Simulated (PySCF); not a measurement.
4-chlorobut-1-ene (C4H7Cl), SMILES C(CCCl)=C.

The structure is a stationary point at PBE0-D3(BJ)/def2-SVP. Other conformers were not sampled.

All values below come from TDA-LC-ωPBE/def2-SVPD (PySCF 2.14.0).

Vertical excitations. 

Computed lowest excited states:
| state | energy (eV) | λ (nm) | f | main pairs |
|---|---|---|---|---|
| S1 | 7.64 | 162 | 0.058 | HOMO−1→LUMO 24 %, HOMO→LUMO 17 %, HOMO−2→LUMO 17 %, HOMO−1→LUMO+3 7 % |
| S2 | 7.66 | 162 | 0.045 | HOMO−1→LUMO 27 %, HOMO−2→LUMO 15 %, HOMO→LUMO 13 %, HOMO−1→LUMO+3 8 % |
| S3 | 8.06 | 154 | 0.549 | HOMO→LUMO 56 %, HOMO−2→LUMO 20 % |
| S4 | 8.15 | 152 | 0.086 | HOMO→LUMO+1 76 % |
| S5 | 8.27 | 150 | 0.006 | HOMO−3→LUMO 60 % |
| S6 | 8.78 | 141 | 0.004 | HOMO→LUMO+2 60 % |
| S7 | 8.95 | 139 | 0.033 | HOMO−1→LUMO+3 43 %, HOMO−1→LUMO+1 26 %, HOMO−1→LUMO+4 12 %, HOMO−1→LUMO+5 7 % |
| S8 | 9.03 | 137 | 0.050 | HOMO−2→LUMO+3 36 %, HOMO−2→LUMO+1 13 %, HOMO→LUMO+5 10 %, HOMO→LUMO+3 9 % |
| S9 | 9.06 | 137 | 0.022 | HOMO−4→LUMO 50 % |
| S10 | 9.33 | 133 | 0.007 | HOMO→LUMO+5 56 %, HOMO→LUMO+2 8 % |
| T1 | 4.19 | 296 | 0 | HOMO→LUMO 67 % |
| T2 | 6.82 | 182 | 0 | HOMO−1→LUMO 44 %, HOMO−1→LUMO+3 13 %, HOMO−1→LUMO+8 13 %, HOMO−1→LUMO+10 7 % |
| T3 | 6.87 | 180 | 0 | HOMO−2→LUMO 41 %, HOMO−2→LUMO+3 11 %, HOMO−2→LUMO+8 11 % |
| T4 | 7.66 | 162 | 0 | HOMO−3→LUMO 65 % |
Triplets are in the Tamm–Dancoff approximation.
